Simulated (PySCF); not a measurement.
PySCF input for C3H3NO3S, SMILES N#C/C=C/S(=O)(=O)O, TDDFT-PBE0/def2-SVPD. The structure is a stationary point at PBE0-D3(BJ)/def2-SVP. Other conformers were not sampled.

```python
import numpy as np
from pyscf import gto, scf, dft, tdscf

mol = gto.M(
    atom='''
    N     3.80104170    1.06309865   -0.63821721
    C     2.65441518    0.95853901   -0.50452379
    C     1.24325877    0.84815286   -0.34115262
    C     0.63909780   -0.30610304   -0.04225231
    S    -1.11923865   -0.34883969    0.08737302
    O    -1.59590245   -1.49262055   -0.66559055
    O    -1.62956588    0.98665741   -0.10772575
    O    -1.28548655   -0.71092969    1.65555289
    H     0.64022836    1.75563133   -0.46531481
    H     1.14736541   -1.26387900    0.09374514
    H    -1.62005902   -1.62039805    1.71080121
    ''',
    basis='def2-SVPD',
    charge=0,
    spin=0,
    max_memory=1600,
    verbose=4,
)
mf = dft.RKS(mol, xc='pbe0').density_fit(auxbasis='def2-universal-jkfit')
mf.grids.level = 3
mf.conv_tol = 1e-9
mf.max_cycle = 100
mf.kernel()
mf.grids = dft.Grids(mol).set(level=1).build(with_non0tab=True)  # coarser grid for the response kernel
td = tdscf.TDDFT(mf)
td.singlet = True
td.nstates = 10
td.conv_tol = 1e-4
td.positive_eig_threshold = 1e-6
td.kernel(x0=td.get_init_guess(mf, 15))
td.analyze()
tt = tdscf.TDA(mf)
tt.singlet = False
tt.nstates = 4
tt.conv_tol = 1e-4
tt.positive_eig_threshold = 1e-6
tt.kernel(x0=tt.get_init_guess(mf, 9))
tt.analyze(verbose=3)
```

It prints:

```
PySCF version 2.14.0

[INPUT] verbose = 4
[INPUT] num. atoms = 11
[INPUT] num. electrons = 68
[INPUT] charge = 0
[INPUT] spin (= nelec alpha-beta = 2S) = 0
[INPUT] symmetry False subgroup None
[INPUT] Mole.unit = angstrom
[INPUT] Symbol           X                Y                Z      unit          X                Y                Z       unit  Magmom
[INPUT]  1 N      3.801041700000   1.063098650000  -0.638217210000 AA    7.182927801051   2.008965291895  -1.206055734884 Bohr   0.0
[INPUT]  2 C      2.654415180000   0.958539010000  -0.504523790000 AA    5.016117711088   1.811376208612  -0.953411786428 Bohr   0.0
[INPUT]  3 C      1.243258770000   0.848152860000  -0.341152620000 AA    2.349418577264   1.602776617167  -0.644685018478 Bohr   0.0
[INPUT]  4 C      0.639097800000  -0.306103040000  -0.042252310000 AA    1.207719808812  -0.578450911497  -0.079845294030 Bohr   0.0
[INPUT]  5 S     -1.119238650000  -0.348839690000   0.087373020000 AA   -2.115054516528  -0.659211475478   0.165111078476 Bohr   0.0
[INPUT]  6 O     -1.595902450000  -1.492620550000  -0.665590550000 AA   -3.015818552022  -2.820644047398  -1.257783850599 Bohr   0.0
[INPUT]  7 O     -1.629565880000   0.986657410000  -0.107725750000 AA   -3.079433215136   1.864512283673  -0.203572164063 Bohr   0.0
[INPUT]  8 O     -1.285486550000  -0.710929690000   1.655552890000 AA   -2.429217516312  -1.343462407922   3.128541546832 Bohr   0.0
[INPUT]  9 H      0.640228360000   1.755631330000  -0.465314810000 AA    1.209856257579   3.317662389406  -0.879317552604 Bohr   0.0
[INPUT] 10 H      1.147365410000  -1.263879000000   0.093745140000 AA    2.168206389699  -2.388385164589   0.177152640109 Bohr   0.0
[INPUT] 11 H     -1.620059020000  -1.620398050000   1.710801210000 AA   -3.061467853431  -3.062108527279   3.232945740475 Bohr   0.0

nuclear repulsion = 444.433534609882
number of shells = 82
number of NR pGTOs = 294
number of NR cGTOs = 200
basis = def2-SVPD
ecp = {}


[settings echo left out]
init E= -795.357485113528
  HOMO = -0.324351330075521  LUMO = -0.131368192733095  gap/eV = 5.25134
cycle= 1 E= -793.378475835615  delta_E= 1.98  |g|=  1.2  |ddm|= 5.58
  HOMO = -0.254928865271318  LUMO = -0.151169428027801  gap/eV = 2.82344
cycle= 2 E= -792.538420438259  delta_E= 0.84  |g|= 2.38  |ddm|= 3.99
  HOMO = -0.325240823231423  LUMO = -0.0965818865543722  gap/eV = 6.22213
cycle= 3 E= -793.641991133473  delta_E= -1.1  |g|= 0.309  |ddm|=  2.9
  HOMO = -0.339578609192221  LUMO = -0.113364870885988  gap/eV = 6.15559
cycle= 4 E= -793.659248710418  delta_E= -0.0173  |g|= 0.14  |ddm|= 0.479
  HOMO = -0.343689371069664  LUMO = -0.114931652264009  gap/eV = 6.22481
cycle= 5 E= -793.662881658273  delta_E= -0.00363  |g|= 0.0569  |ddm|= 0.193
  HOMO = -0.3414590285137  LUMO = -0.112261594807406  gap/eV = 6.23678
cycle= 6 E= -793.663538061299  delta_E= -0.000656  |g|= 0.0134  |ddm|= 0.0719
  HOMO = -0.340425104333153  LUMO = -0.110891616555528  gap/eV = 6.24592
cycle= 7 E= -793.663577754433  delta_E= -3.97e-05  |g|= 0.00288  |ddm|= 0.0215
  HOMO = -0.340572232146754  LUMO = -0.111040142806708  gap/eV = 6.24589
cycle= 8 E= -793.663579696357  delta_E= -1.94e-06  |g|= 0.000873  |ddm|= 0.00545
  HOMO = -0.340609810914796  LUMO = -0.111048815684123  gap/eV = 6.24667
cycle= 9 E= -793.663579823062  delta_E= -1.27e-07  |g|= 0.000482  |ddm|= 0.00149
  HOMO = -0.340608568096314  LUMO = -0.111043925975674  gap/eV = 6.24677
cycle= 10 E= -793.663579866243  delta_E= -4.32e-08  |g|= 0.000123  |ddm|= 0.000565
  HOMO = -0.340604368561245  LUMO = -0.111039780347826  gap/eV = 6.24677
cycle= 11 E= -793.66357986939  delta_E= -3.15e-09  |g|= 2.34e-05  |ddm|= 0.000172
  HOMO = -0.340606713321812  LUMO = -0.111041059709891  gap/eV = 6.24680
cycle= 12 E= -793.663579869486  delta_E= -9.57e-11  |g|= 1.09e-05  |ddm|= 3.69e-05
  HOMO = -0.340606563964859  LUMO = -0.111041263488243  gap/eV = 6.24679
Extra cycle  E= -793.663579869441  delta_E= 4.48e-11  |g|= 1.88e-05  |ddm|= 3.19e-05
converged SCF energy = -793.663579869441
tot grids = 49936
Overwritten attributes  positive_eig_threshold  of <class 'pyscf.tdscf.rks.TDDFT'>


******** <class 'pyscf.tdscf.rks.TDDFT'> for <class 'pyscf.df.df_jk.DFRKS'> ********
nstates = 10 singlet
deg_eia_thresh = 1.000e-03
wfnsym = None
conv_tol = 0.0001
eigh lindep = 1e-12
eigh level_shift = 0
eigh max_cycle = 100


Excitation energies (eV)
[5.60222196 5.62000599 5.89259927 6.16076824 6.22013052 6.77005984
 6.8950519  7.23231397 7.5231773  7.9095143 ]

** Singlet excitation energies and oscillator strengths **
Excited State   1:      5.60222 eV    221.31 nm  f=0.0029
      30 -> 35       -0.26858
      32 -> 35        0.52906
      33 -> 35        0.36424
Excited State   2:      5.62001 eV    220.61 nm  f=0.1639
      32 -> 35       -0.21270
      33 -> 35        0.37787
      34 -> 35       -0.53790
Excited State   3:      5.89260 eV    210.41 nm  f=0.1786
      30 -> 35        0.36434
      32 -> 35       -0.12419
      33 -> 35        0.44089
      34 -> 35        0.36113
Excited State   4:      6.16077 eV    201.25 nm  f=0.0566
      30 -> 35        0.52323
      31 -> 35       -0.14501
      32 -> 35        0.36552
      33 -> 35       -0.15502
      34 -> 35       -0.16047
Excited State   5:      6.22013 eV    199.33 nm  f=0.0330
      31 -> 35       -0.66590
      32 -> 35       -0.11837
      34 -> 35        0.13584
Excited State   6:      6.77006 eV    183.14 nm  f=0.0044
      28 -> 35        0.14815
      29 -> 35       -0.67102
Excited State   7:      6.89505 eV    179.82 nm  f=0.0048
      28 -> 35       -0.68410
      29 -> 35       -0.14900
Excited State   8:      7.23231 eV    171.43 nm  f=0.0003
      34 -> 36       -0.49560
      34 -> 37        0.44863
Excited State   9:      7.52318 eV    164.80 nm  f=0.0449
      27 -> 35        0.68076
Excited State  10:      7.90951 eV    156.75 nm  f=0.0001
      33 -> 36       -0.17995
      34 -> 36        0.46970
      34 -> 37        0.44325
      34 -> 38        0.12574

** Transition electric dipole moments (AU) **
state          X           Y           Z        Dip. S.      Osc.
  1        -0.1041     -0.0923     -0.0397      0.0209      0.0029
  2         0.9991      0.3919     -0.1960      1.1901      0.1639
  3        -0.9549     -0.5576      0.1208      1.2373      0.1786
  4         0.4911      0.3301     -0.1568      0.3747      0.0566
  5        -0.3796     -0.1501      0.2242      0.2169      0.0330
  6         0.1140      0.1140      0.0259      0.0267      0.0044
  7         0.0238      0.0160     -0.1661      0.0284      0.0048
  8        -0.0314     -0.0101     -0.0262      0.0018      0.0003
  9         0.3553      0.3029     -0.1601      0.2436      0.0449
 10         0.0178     -0.0070     -0.0115      0.0005      0.0001

** Transition velocity dipole moments (imaginary part, AU) **
state          X           Y           Z        Dip. S.      Osc.
  1        -0.0204     -0.0180     -0.0067      0.0008      0.0025
  2         0.2014      0.0776     -0.0400      0.0482      0.1555
  3        -0.2021     -0.1176      0.0224      0.0552      0.1699
  4         0.1092      0.0733     -0.0338      0.0184      0.0543
  5        -0.0883     -0.0341      0.0520      0.0117      0.0340
  6         0.0317      0.0305      0.0040      0.0020      0.0052
  7         0.0055      0.0031     -0.0499      0.0025      0.0066
  8        -0.0087     -0.0039     -0.0103      0.0002      0.0005
  9         0.0944      0.0823     -0.0419      0.0174      0.0420
 10         0.0053     -0.0006     -0.0025      0.0000      0.0001

** Transition magnetic dipole moments (imaginary part, AU) **
state          X           Y           Z
  1        -0.3783     -0.0667      0.0757
  2         0.1717      0.0809     -0.0198
  3         0.3583     -0.0359      0.0503
  4         0.1663      0.0180     -0.0655
  5        -0.0276      0.1365     -0.0586
  6        -0.0568      0.3511      0.0877
  7         0.1947     -0.9063      0.2113
  8         0.0560     -0.0123     -0.0058
  9        -0.0317      0.1773     -0.3013
 10         0.1908      0.2933     -0.1545
Overwritten attributes  positive_eig_threshold  of <class 'pyscf.tdscf.rks.TDA'>


******** <class 'pyscf.tdscf.rks.TDA'> for <class 'pyscf.df.df_jk.DFRKS'> ********
nstates = 4 triplet
deg_eia_thresh = 1.000e-03
wfnsym = None
conv_tol = 0.0001
eigh lindep = 1e-12
eigh level_shift = 0
eigh max_cycle = 100


Excitation energies (eV)
[3.46988484 5.25706239 5.52433003 5.65497182]

** Triplet excitation energies and oscillator strengths **
Excited State   1:      3.46988 eV    357.32 nm  f=0.0000
Excited State   2:      5.25706 eV    235.84 nm  f=0.0000
Excited State   3:      5.52433 eV    224.43 nm  f=0.0000
Excited State   4:      5.65497 eV    219.25 nm  f=0.0000
```

The calculation finished and met its thresholds.
